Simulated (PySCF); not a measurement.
## Sn²⁺ (tin, charge +2) across methods

[Kr] 4d9 5s2 5p1, one real determinant (an excited configuration). Calculation: PySCF 2.14, in def2-QZVPPD with the def2 core potential (28 electrons) (8s6p5d4f1g, 88 functions); a scalar-relativistic core potential.

```csv
method,E (hartree),mean ε 5s α (eV),mean ε 5s β (eV),mean ε 5p α (eV),Σ⟨r²⟩ (bohr²),⟨S²⟩
wB97X-V,-212.4664,-32.991,-31.558,-23.893,36.07,2.003
r2SCAN,-212.5545,-29.579,-28.298,-20.921,35.95,2.005
LDA,-212.1328,-29.585,-28.630,-20.615,36.00,2.001
LC-wPBE,-212.5146,-33.562,-31.825,-24.489,35.94,2.005
PBE0,-212.4911,-30.526,-29.077,-21.708,36.03,2.004
B3LYP,-212.5613,-30.333,-29.150,-21.419,36.08,2.002
PBE,-212.4877,-29.226,-28.153,-20.537,36.02,2.002
revPBE,-212.5455,-29.131,-28.002,-20.513,36.01,2.003
```

Question: Estimate the same row for UHF.

Answer: E (hartree) = -211.62741; mean ε 5s α (eV) = -33.516; mean ε 5s β (eV) = -30.716; mean ε 5p α (eV) = -24.543; Σ⟨r²⟩ (bohr²) = 36.48; ⟨S²⟩ = 2.012.

⟨L²⟩ = 8.01 against 12 for a pure F term, so this real determinant mixes terms. Energies and moments cover only the electrons outside the core potential.
